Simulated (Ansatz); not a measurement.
Reaction (formal exchange of groups at a B–Se bond): `CC[Se]BF` + ethane → `CBF` + `CC[Se]C`

Calculated with Ansatz (gas phase, PBE0-D4/def2-TZVP geometries, no zero-point term in ΔE). CBS: MP2 limit from def2 TZ/QZ plus the TZ coupled-cluster correction, frozen cores. This one scheme is used for every species. For Se outer-core shells are correlated without core-valence functions, which leaves a few kJ/mol of doubt a bond. Scalar relativity is left out up to krypton. One conformer a species, not always the lowest.

```json
{"level": "MP2/def2-TZVPP", "ΔE (eV)": "0.67"}
{"level": "HF/CBS(def2)", "ΔE (eV)": "0.58"}
```

Question: What does CCSD(T)/CBS give? (An estimate is asked.)

Answer: Ansatz gave: +0.67 eV. The listed levels differ from it by 0.00, -0.09 eV.

Largest T1 diagnostic among the species: 0.012.

In def2-TZVPP, CCSD(T) changes the Hartree–Fock value by +0.07 eV (the triples alone add +0.02 eV) and MP2 by +0.08 eV.
